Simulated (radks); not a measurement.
Values are calculated unless marked as measured or tabulated.
Species: Lu3+. Configuration: [Xe] 4f13 6s1 (not the ground configuration).

Code: a radial shooting solver on a logarithmic mesh with Libxc functionals. Model: Dirac Kohn-Sham, PBE, spin-unpolarised, spherical densities, finite nucleus; open shells fill j = l - 1/2 first; Fermi nuclear charge, rms radius 5.37 fm.

Energy parts (hartree):
total: -14577.1572
kinetic: 16244.5388
electron-nucleus: -36153.3440
Hartree: 5632.4308
exchange-correlation: -300.7828

Orbitals (lengths in bohr, moments of r in powers of bohr; r(90%) holds 90 % of the orbital's charge):
orbital  occ.  eigenvalue (hartree)  r(90%)      <r^2>
1s1/2       2             -2321.875  0.0351  0.0005123
2s1/2       2             -396.1891   0.127   0.007862
2p1/2       2             -378.2651   0.112   0.005642
2p3/2       4             -337.2012   0.122   0.006851
3s1/2       2             -90.90379   0.312    0.05160
3p1/2       2             -82.96196   0.304    0.04753
3p3/2       4             -74.20415   0.324    0.05424
3d3/2       4             -60.70329   0.296    0.04237
3d5/2       6             -58.79150   0.302    0.04422
4s1/2       2             -19.23699   0.686     0.2576
4p1/2       2             -15.99947   0.705     0.2673
4p3/2       4             -14.00074   0.752     0.3040
4d3/2       4              -8.67138   0.810     0.3375
4d5/2       6              -8.30529   0.827     0.3517
4f5/2       6              -1.76246    1.15     0.5898
4f7/2       7              -1.70338    1.17     0.6108
5s1/2       2              -3.49838    1.65      1.476
5p1/2       2              -2.57014    1.84      1.812
5p3/2       4              -2.29012    1.98      2.094
6s1/2       1              -0.99318    3.93      8.527

The highest occupied level is 6s1/2 at -27.026 eV. The density falls to 0.001 e/bohr^3 at r = 3.84 bohr. The electron density at the nucleus is 1.111e+06 e/bohr^3. Summed over all electrons, <r^2> = 37.93 bohr^2, which gives a Langevin (diamagnetic) susceptibility term of -30 x 10^-6 cm^3/mol.
